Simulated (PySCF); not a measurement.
O2Ti, singlet, geometry from GFN2-xTB (such geometries of metal compounds can be far from the true shape).

Here is a job for PySCF.
```python
from pyscf import gto, scf, dft

mol = gto.Mole()
mol.atom = '''
    Ti    0.238994    0.045731    0.286556
    O     0.695269    0.116723   -1.276621
    O    -1.352503   -0.242482    0.488593
'''
mol.basis = '6-31g'
mol.charge = 0
mol.spin = 0
mol.verbose = 4
mol.build()

mf = dft.RKS(mol)
mf.xc = 'camb3lyp'
mf.kernel()
mf.analyze()
```

Question: What is the computed HOMO-LUMO gap (CAMB3LYP/6-31G run with PySCF)?

Answer: 6.23 eV

Question: Give the nuclear repulsion energy at the level CAMB3LYP/6-31G.

Answer: 126.6973 Eh

Question: Predict the HOMO energy from CAMB3LYP/6-31G.

Answer: -8.35 eV

Question: What is the computed total energy (CAMB3LYP/6-31G)?

Answer: -999.8131 Eh

Question: Give the dipole moment at the level CAMB3LYP/6-31G.

Answer: 6.82 D
